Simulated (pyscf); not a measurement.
PySCF, gas phase, ωB97X-D3(BJ)/def2-SVP geometries. Correlated levels are frozen-core, on RHF or UHF. ΔMP2 is the change of the MP2 total energy from the triple- to the quadruple-zeta basis. Singlets are restricted, triplets unrestricted.

Singlet (Å):
```xyz
3

O      0.2458     0.8462     0.1598
In     1.7497     0.7311    -1.1840
H      0.1300     0.3477     0.9750
```

Triplet (Å):
```xyz
3

O      0.0475    -0.6896     0.2190
In    -0.7822     0.4689     1.6969
H     -0.7036    -1.1225    -0.2156
```

### Question
For these two minima of `[OH][In]`, which spin state lies lower at CCSD(T)/def2-TZVPP + ΔMP2(QZVPP), and by how much (electronic energies)?

### Answer
The singlet, by 78.0 kcal/mol. Zero-point energy shifts E(triplet) − E(singlet) by +0.4 kcal/mol. 

E(triplet) − E(singlet) by level (kcal/mol):

| level | gap |
|---|---|
| ωB97X-D3(BJ)/def2-TZVP | +77.2 |
| PBE/def2-TZVP | +74.5 |
| r²SCAN/def2-TZVP | +71.4 |
| B3LYP-D3(BJ)/def2-TZVP | +77.2 |
| PBE0-D3(BJ)/def2-TZVP | +72.7 |
| M06-2X/def2-TZVP | +72.4 |
| ωB97M-D3(BJ)/def2-TZVP | +76.7 |
| HF/def2-TZVP | +56.8 |
| MP2/def2-QZVPP | +80.8 |
| CCSD/def2-TZVPP | +74.7 |
| CCSD(T)/def2-TZVPP | +75.0 |
| CCSD(T)/def2-TZVPP + ΔMP2(QZVPP) | +78.0 |

The triplet is the lowest one reached from the SCF start used. The CCSD(T) − MP2 part came from Ansatz, without density fitting, on the same reference. The frozen core leaves the outer d or s,p core shells of the metals and heavy elements correlated in the MP2 and CC values, and def2-TZVPP describes them poorly, which can shift differences by a few kcal/mol. Elements past Kr carry the def2 core potentials, without spin-orbit coupling.
